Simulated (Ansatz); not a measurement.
Ansatz results at the PBE0-D4/def2-TZVP geometry: LUMO energy (PBE0/def2-TZVPP) 0.10 eV; HOMO energy (B3LYP/def2-TZVPP) -6.86 eV; LUMO energy (ωB97M-V/def2-TZVPP) 1.69 eV.

Each molecule was computed in one conformer, which needn't be the lowest.

**Question.** Which molecule gave them?
A. `NC([SiH3])[SiH2]O`
B. `C=C1OC1=N`
C. `OC1CBS1`
D. `OC([SiH3])N[SiH3]`

**Answer.** D. The others give `C=C1OC1=N`: -1.18, -7.69, 1.03; `NC([SiH3])[SiH2]O`: -0.01, -6.45, 1.59; `OC1CBS1`: -0.84, -7.43, 1.10.

B3LYP here is the variant with VWN-RPA as its local correlation; programs differ in this.
